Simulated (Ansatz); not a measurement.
# One step, two centres

Ligand exchange through a proton shuttle, with the central atom changed down its group and all else kept; in the first member these bonds form or tighten: B–O, F–H, H–H; these break or loosen: B–H, F–H, H–O.

Gas-phase electronic energies, without zero-point energy, by CCSD(T) at an estimated basis limit (MP2 extrapolated from triple and quadruple zeta, plus CCSD(T) − MP2 in triple zeta); Ansatz 0.2.0, def2-TZVPP and QZVPP, frozen cores, on PBE0-D4/def2-TZVP structures. Extrapolation: Hartree–Fock as exp(−7.88 √X), correlation as X^−2.97. All energies, in kcal/mol, count from the separated reactants, without counterpoise correction; the start and end structures are the complexes reached by relaxing down from the saddle, and deeper ones may exist. Brackets give SMILES, or, where every atom is bracketed, only which atoms are joined. Steps whose reference was doubtful or whose search ended elsewhere are left out.

| reactants | products | start structure | saddle | end structure | saddle by PBE0-D4/TZ |
| --- | --- | --- | --- | --- | --- |
| BHCl₂ ([Cl][BH][Cl]) + H₂O + HF | BHCl₂O ([OH][B]([Cl])[Cl]) + HF + H₂ | -15.72 | 5.23 | -31.32 | -4.06 |
| AlHCl₂ ([Cl][AlH][Cl]) + H₂O + HF | AlHCl₂O ([OH][Al]([Cl])[Cl]) + HF + H₂ | -35.00 | ? | -37.66 | -29.02 |

What is the height of the saddle for AlHCl₂ ([Cl][AlH][Cl]) + H₂O + HF? (An estimate is asked for; the value comes from the calculation.)

Computed: -22.83 kcal/mol relative to the separated reactants, the lower of the two; above its start structure the barrier is -22.83 − (-35.00) ≈ 12.17 kcal/mol.

Aluminium, larger and more positive than boron, binds the incoming molecule more strongly, and well and saddle both drop.

How do the PBE0-D4 saddles lie against the coupled-cluster estimate?

Both lower, by 6.19 to 9.29 kcal/mol.

No T1 diagnostic of these runs exceeds 0.012.

For scale, one of the runs: CCSD(T)/def2-TZVPP, 244 basis functions, launched by `ansatz run in.yaml --threads 8 --pin off --events-out ev --progress --plain --max-ram 19148MiB`. The run took 44 s on 8 CPU threads of an Intel Xeon Platinum 8488C (shared host), with 4.7 GiB of host memory at its peak.
